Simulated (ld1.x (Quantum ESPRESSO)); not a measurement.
**What the settings do to the TM potential of titanium (Ti)**

Base potential:

- Element: Ti (Z = 22)
- Generator: ld1.x (Quantum ESPRESSO) 7.5
- Type: norm-conserving Troullier–Martins (Kleinman–Bylander form)
- Functional: LDA (PZ)
- Relativity: scalar-relativistic
- Frozen core: [Ar]
- Valence charge: 4
- Reference configuration: 3d2 4s2 4p0
- Partial waves: 4s (bound): rc 2.40 bohr; 4p (bound, empty): rc 1.30 bohr; 3d (bound): rc 2.50 bohr
- Local potential: the d channel
- Core correction: Bessel-smoothed model core, default radius (core density twice the valence density)

All-electron outer shells of the reference configuration (LDA (PZ), scalar-relativistic, ld1.x):

```json
{"shell": "3s", "level (eV)": "-62.26", "outermost node (bohr)": "0.40", "outermost maximum (bohr)": "0.87"}
{"shell": "3p", "level (eV)": "-38.78", "outermost node (bohr)": "0.37", "outermost maximum (bohr)": "0.90"}
{"shell": "4s", "level (eV)": "-4.60", "outermost node (bohr)": "1.25", "outermost maximum (bohr)": "2.88"}
{"shell": "3d", "level (eV)": "-4.46", "outermost node (bohr)": "–", "outermost maximum (bohr)": "0.97"}
{"shell": "4p", "level (eV)": "-1.54", "outermost node (bohr)": "1.39", "outermost maximum (bohr)": "3.80"}
```

Cutoffs, loose and tight: the cutoffs (Ry, on a coarse ladder) from which the occupation-weighted sum of valence levels, in a spherical-Bessel basis at the reference potential, stays within 10 and 1 mRy of its value at 400 Ry. They do not see the model core or the augmentation charge, which bear on the density cutoff. Test errors are all-electron minus pseudo excitation energies from the reference, over the configurations 3d2 4s1 4p0; 3d2 4s0 4p0; 3d1 4s0 4p0; 3d2 4s1.5 4p0; 3d1 4s2 4p1; 3d1 4s2 4p0; 3d2.5 4s1.5 4p0 (two spin-polarised tests are not counted in the largest error). A dash means not determined; rows that change the core or the reference have their own tests. The largest error is taken over the tests solved by every variant that gives reliable tests at all: 3d1 4s0 4p0; 3d1 4s2 4p0; 3d2 4s0 4p0; 3d2 4s1 4p0; 3d2 4s1.5 4p0; 3d2.5 4s1.5 4p0.

A true bound ghost makes a file unfit for plane-wave use even where its test errors are small: the radial tests pick states by their node count and pass the ghost by. Where a test does run into it, the solver fails or the error is huge.

For the base: The 4p radius (1.30 bohr) lies inside the outermost node of the all-electron wave (1.39 bohr), which a nodeless pseudo-wave cannot match soundly.

| change | outcome | cutoff, loose | cutoff, tight | bound ghosts | largest test error (meV) |
| --- | --- | --- | --- | --- | --- |
| base | generated | 40 Ry | 45 Ry | p, s | -302 |
| all radii but the core radius scaled by about 0.76 (s 1.82, p 0.98, d 1.90 bohr) | generated | 55 Ry | 80 Ry | s, p | -635 |
| all radii but the core radius scaled by about 0.83 (s 1.98, p 1.08, d 2.06 bohr) | generated | 50 Ry | 60 Ry | s, p | -526 |
| all radii but the core radius scaled by about 0.96 (s 2.30, p 1.24, d 2.40 bohr) | generated | 40 Ry | 50 Ry | p, s | -340 |
| all radii but the core radius scaled by about 1.30 (s 3.12, p 1.70, d 3.26 bohr) | generated | 25 Ry | 30 Ry | p, s | +158 |
| all radii but the core radius scaled by about 1.37 (s 3.30, p 1.78, d 3.44 bohr) | generated | 21 Ry | 30 Ry | p, s | +229 |

**Question.** What comes out with this change to the base: all radii but the core radius scaled by about 1.19 (s 2.86, p 1.54, d 2.98 bohr)?

**Answer.** outcome: generated; cutoff, loose: 30 Ry; cutoff, tight: 35 Ry; bound ghosts: p, s; largest test error (meV): -109.

**Question.** What comes out with this change to the base: all radii but the core radius scaled by about 1.11 (s 2.66, p 1.44, d 2.76 bohr)?

**Answer.** outcome: generated; cutoff, loose: 35 Ry; cutoff, tight: 40 Ry; bound ghosts: p, s; largest test error (meV): -193.

Reading the sweep of the scale of all radii but the core radius (base = 1) (base included, trends over the rows without a ghost): Bound ghosts are found at 0.76, 0.83, 0.96, 1, 1.11, 1.19, 1.3, 1.37. Every judged row has one, so this setting neither creates nor removes them.
